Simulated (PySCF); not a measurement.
H$_{2}$BrGeN, singlet, at a GFN2-xTB geometry; DF-R2SCAN/def2-TZVP (PySCF).

Input for PySCF:
```python
from pyscf import gto, scf, dft

mol = gto.Mole()
mol.atom = '''
    Ge   -0.52839014   -0.56047618    0.76890487
    Br    0.61609927    1.01933568   -0.55819087
    N    -0.51511815   -1.87340070   -0.47773837
    H    -0.12302060   -1.84783333   -1.40933362
    H    -0.92614219   -2.77987308   -0.31477316
'''
mol.basis = 'def2-tzvp'
mol.verbose = 4
mol.max_memory = 1800
mol.build()

mf = dft.RKS(mol)
mf.xc = 'r2scan'
mf = mf.density_fit(auxbasis='def2-universal-jkfit')
mf.kernel()
```

Question: What does PySCF print? Leave out banner, timings and long lists.

Answer: 
```
PySCF version 2.14.0

[INPUT] verbose = 4
[INPUT] num. atoms = 5
[INPUT] num. electrons = 76
[INPUT] charge = 0
[INPUT] spin (= nelec alpha-beta = 2S) = 0
[INPUT] symmetry False subgroup None
[INPUT] Mole.unit = angstrom
[INPUT] Symbol           X                Y                Z      unit          X                Y                Z       unit  Magmom
[INPUT]  1 Ge    -0.528390140000  -0.560476180000   0.768904870000 AA   -0.998512651521  -1.059146479542   1.453019620144 Bohr   0.0
[INPUT]  2 Br     0.616099270000   1.019335680000  -0.558190870000 AA    1.164258885844   1.926265264197  -1.054827869533 Bohr   0.0
[INPUT]  3 N     -0.515118150000  -1.873400700000  -0.477738370000 AA   -0.973432225293  -3.540214244568  -0.902794678496 Bohr   0.0
[INPUT]  4 H     -0.123020600000  -1.847833330000  -1.409333620000 AA   -0.232475241680  -3.491898917543  -2.663254559942 Bohr   0.0
[INPUT]  5 H     -0.926142190000  -2.779873080000  -0.314773160000 AA   -1.750155091505  -5.253198782251  -0.594835063764 Bohr   0.0

nuclear repulsion = 389.949329110693
number of shells = 51
number of NR pGTOs = 265
number of NR cGTOs = 139
basis = def2-tzvp
ecp = {}

******** <class 'pyscf.df.df_jk.DFRKS'> ********
method = DFRKS
initial guess = minao
damping factor = 0
level_shift factor = 0
DIIS = <class 'pyscf.scf.diis.CDIIS'>
diis_start_cycle = 1
diis_space = 8
diis_damp = 0
SCF conv_tol = 1e-09
SCF conv_tol_grad = None
SCF max_cycles = 50
direct_scf = False
XC library pyscf.dft.libxc version 7.1.2
    S. Lehtola, C. Steigemann, M. J. T. Oliveira, and M. A. L. Marques,  SoftwareX 7, 1–5 (2018)
XC functionals = r2scan
    J. W. Furness, A. D. Kaplan, J. Ning, J. P. Perdew, and J. Sun,  J. Phys. Chem. Lett. 11, 8208–8215 (2020)
    J. W. Furness, A. D. Kaplan, J. Ning, J. P. Perdew, and J. Sun,  J. Phys. Chem. Lett. 11, 9248–9248 (2020)
    J. W. Furness, A. D. Kaplan, J. Ning, J. P. Perdew, and J. Sun,  J. Phys. Chem. Lett. 11, 8208–8215 (2020)
    J. W. Furness, A. D. Kaplan, J. Ning, J. P. Perdew, and J. Sun,  J. Phys. Chem. Lett. 11, 9248–9248 (2020)
radial grids:
    Treutler-Ahlrichs [JCP 102, 346 (1995); DOI:10.1063/1.469408] (M4) radial grids

becke partition: Becke, JCP 88, 2547 (1988); DOI:10.1063/1.454033
pruning grids: <function nwchem_prune>
grids dens level: 3
symmetrized grids: False
atomic radii adjust function: <function treutler_atomic_radii_adjust>
small_rho_cutoff = 0
Set gradient conv threshold to 3.16228e-05
Initial guess from minao.
tot grids = 74584
init E= -4705.5515057743
  HOMO = -0.26326057884091  LUMO = -0.103994295674244  gap/eV = 4.33386
cycle= 1 E= -4707.05796160454  delta_E= -1.51  |g|= 0.863  |ddm|= 1.98
  HOMO = -0.188596496597636  LUMO = -0.0834664922482276  gap/eV = 2.86073
cycle= 2 E= -4706.54590189704  delta_E= 0.512  |g|= 1.68  |ddm|= 1.46
  HOMO = -0.226485796637818  LUMO = -0.0862843509418099  gap/eV = 3.81508
cycle= 3 E= -4707.10494822032  delta_E= -0.559  |g|= 0.41  |ddm|= 1.29
  HOMO = -0.237295954615067  LUMO = -0.0877100648191806  gap/eV = 4.07044
cycle= 4 E= -4707.14853390986  delta_E= -0.0436  |g|= 0.087  |ddm|= 0.333
  HOMO = -0.243246644574653  LUMO = -0.0982150417889684  gap/eV = 3.94651
cycle= 5 E= -4707.1494171584  delta_E= -0.000883  |g|= 0.0476  |ddm|= 0.117
  HOMO = -0.243134460769047  LUMO = -0.0949938321597372  gap/eV = 4.03111
cycle= 6 E= -4707.14988890232  delta_E= -0.000472  |g|= 0.0135  |ddm|= 0.0533
  HOMO = -0.242180488933448  LUMO = -0.0950729997416282  gap/eV = 4.00300
cycle= 7 E= -4707.14994911934  delta_E= -6.02e-05  |g|= 0.00231  |ddm|= 0.0163
  HOMO = -0.242364682449783  LUMO = -0.0951245828450418  gap/eV = 4.00661
cycle= 8 E= -4707.14995048967  delta_E= -1.37e-06  |g|= 0.000569  |ddm|= 0.00272
  HOMO = -0.242323436293556  LUMO = -0.0950912395344545  gap/eV = 4.00639
cycle= 9 E= -4707.14995056602  delta_E= -7.63e-08  |g|= 0.000175  |ddm|= 0.00073
  HOMO = -0.242337941061349  LUMO = -0.0951029379428263  gap/eV = 4.00647
cycle= 10 E= -4707.1499505751  delta_E= -9.08e-09  |g|= 2.38e-05  |ddm|= 0.000192
  HOMO = -0.242335603299425  LUMO = -0.0951002744921361  gap/eV = 4.00648
cycle= 11 E= -4707.14995057524  delta_E= -1.46e-10  |g|= 5.51e-06  |ddm|= 2.46e-05
  HOMO = -0.242335662664871  LUMO = -0.0951004275029703  gap/eV = 4.00647
Extra cycle  E= -4707.14995057521  delta_E= 2.82e-11  |g|= 8.29e-06  |ddm|= 1.12e-05
converged SCF energy = -4707.14995057521
```
